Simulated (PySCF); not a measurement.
Compound: C₆H₆FN.
SMILES with atom numbers: `[NH2:1][c:2]1[cH:3][cH:4][c:5]([F:6])[cH:7][cH:8]1` (hydrogens: H9, H10 on N1; H11 on C3; H12 on C4; H13 on C7; H14 on C8)

Level: wB97X-D/pcSseg-2 in PySCF, non-relativistic, on one gas-phase PBE0-D3(BJ)/def2-TZVP geometry that isn't relaxed in the solvent. The solvent is an IEF-PCM continuum (Bondi radii, 1.10 Å for H, scaled by 1.2). The model holds no explicit solvent molecules, cavitation or dispersion.

Gas phase at wB97X-D/pcSseg-2: HOMO -7.72 eV, LUMO 1.30 eV, dipole 2.94 D.

Q: What does the continuum do to the energy, the frontier levels and the dipole at wB97X-D/pcSseg-2 in chloroform?

A: 
| solvent | ε | E(solvent) − E(gas) (kcal/mol) | polarisation term (kcal/mol) | distortion of the solute (kcal/mol) | HOMO (eV) | LUMO (eV) | dipole (D) |
| --- | --- | --- | --- | --- | --- | --- | --- |
| chloroform | 4.711 | -4.80 | -5.34 | 0.54 | -7.68 | 1.33 | 3.58 |

The first energy column is the sum of the next two and covers electrostatics alone.

Q: Which radius a makes the point-dipole formula ΔE = −[(ε − 1)/(2ε + 1)]·μ²/a³ give the value in chloroform, with the gas-phase dipole?

A: μ = 1.157 au and |ΔE| = 0.00765 Eh give a = 2.10 Å; the farthest nucleus lies 3.18 Å from the centroid of the nuclei, so such a sphere wouldn't even hold the nuclei. The formula assumes a rigid point dipole at the centre of a sphere.

Shape of the structure used: `[NH2:1][c:2]1[cH:3][cH:4][c:5]([F:6])[cH:7][cH:8]1`: H–N1–C2–C3 -25°, H–N1–C2–C3 -158°.

wB97X-D is run here without its empirical dispersion term; that term would change no orbital, density or response property at a fixed geometry.
